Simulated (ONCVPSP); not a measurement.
**Cu: one change to an ONCV potential, before and after**

```
Element                 : copper
Generator               : ONCVPSP 4.0.1
Type                    : optimised norm-conserving Vanderbilt (ONCV)
Functional              : PBE
Relativity              : scalar-relativistic
Frozen core             : [Ne]
Valence charge          : 19
Reference configuration : 3s2 3p6 3d10 4s1
Partial waves           : 3s+4s: rc 1.30 bohr, ncon 3, nbas 7, qcut 8.8 1/bohr, 2 projectors; 3p: rc 0.95 bohr, ncon 5, nbas 8, qcut 16.8 1/bohr, 1 projector; 3d: rc 0.95 bohr, ncon 3, nbas 7, qcut 18.7 1/bohr, local
Local potential         : the d channel
Core correction         : Teter function, fcfact 2.75, rcfact 1.15
```

Change: all radii but the core radius scaled by about 0.92 (s 1.20, p 0.88, d 0.88 bohr).

Cutoffs: the cutoffs (Ha) at which the residual kinetic energy of the hardest occupied pseudo-wave falls to 1 and 0.1 mHa per electron; they do not see the model core or the augmentation charge, which bear on the density cutoff. Errors are all-electron minus pseudo energies relative to the spin-unpolarised reference configuration.

Task: What does the change do?

Result: The potential gets neither clearly harder nor softer (119 Ha and 138 Ha → 124 Ha and 143 Ha); the d channel sets the loose cutoff, while the largest relative change is in s, which becomes harder; of the 3 tests that both files solve, the error grows in 0 and shrinks in 1 by more than 15 % and 0.3 meV (median size 1.5 → 1.5 meV); neither file shows a bound ghost.

| quantity | base | changed |
| --- | --- | --- |
| cutoff, loose | 119 Ha | 124 Ha |
| cutoff, tight | 138 Ha | 143 Ha |
| loose cutoff by channel | s 16 Ha, p 90 Ha, d 119 Ha | s 23 Ha, p 97 Ha, d 124 Ha |
| bound ghosts | none | none |
| GHOST(+) flags under 300 eV | s at 222.5 eV | s at 210.0 eV |
| tests with a reliable result | 3 of 4 | 3 of 4 |
| error for 3s2 3p6 3d10 4s0, meV [ΔE 8.15 eV] | +1.5 | +1.5 |
| error for 3s2 3p6 3d9 4s0, meV [ΔE 29.48 eV] | -4.3 | -3.3 |
| error for 3s2 3p6 3d9 4s2, meV [ΔE 1.97 eV] | -0.5 | +0.4 |
| rms error of d²Exc/dni dnj with the model core, mHa | 1.31 | 1.32 |
